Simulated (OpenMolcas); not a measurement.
Pt3+ among 6 point charges of -1.5 e arranged as a trigonal antiprism (D3d), with a polar angle of 63.0° against the regular 54.74°.

```
Program             : OpenMolcas 26.06
Method              : SS-CASPT2, IPEA 0.25 Eh, imaginary shift 0.1 Eh (closed shells correlated: 5s 5p)
Basis               : ANO-RCC-VDZP [7s6p4d2f]
Scalar Hamiltonian  : DKH2, point nucleus
Active space        : 7 electrons in 5 orbitals (5d)
State averaging     : 2S+1 = 4 even, 10 roots; 2S+1 = 2 even, 40 roots
Spin-orbit coupling : RASSI with atomic mean-field integrals over the reference wave functions
```

All point charges move together. At R = 2.17 Å the first state of the same spin is 1140 cm-1, and at R = 2.37 Å it is 550 cm-1.

Problem. A third run gives 1590 cm-1. What distance was it run at?

Solution. With a power law R^-n the two known points give n = -ln(550 / 1140) / ln(2.37 / 2.17) = 8.27. Then R = 2.17 × (1140 / 1590)^(1/8.27) = 2.084 Å. The run was at 2.08 Å, so the estimate is off by +0.004 Å.

Roots that are degenerate in the reference are averaged as groups; the widest CASPT2 spread within a group is 75 cm-1 (the 2-fold group of multiplicity 2 near 21300 cm-1 above the lowest state of its run, R = 2.37). Shifts and gaps below about the spread of the groups concerned are not significant. This shell can be high or low spin here, a state of another spin lies low, and with metal d orbitals alone active their balance is uncertain, so the ground spin may be wrong. Point charges give a weaker field than real ligands, and real ions of this kind are as a rule low spin; the high spin found here belongs to the model. Free-ion shares, where given, are those of the reference states; single-state CASPT2 does not remix them. Spin-orbit coupling mixes the spin-free states strongly: the lowest level takes only 57 % from its leading state, 4E (figures for R = 2.08; the like holds for R = 2.17, R = 2.37). An orbital doublet at a regular site is open to a Jahn-Teller distortion, which this geometry leaves out (holds for R = 2.08; R = 2.17). This is an electrostatic model: the charges have no orbitals. No measured value stands beside these numbers.
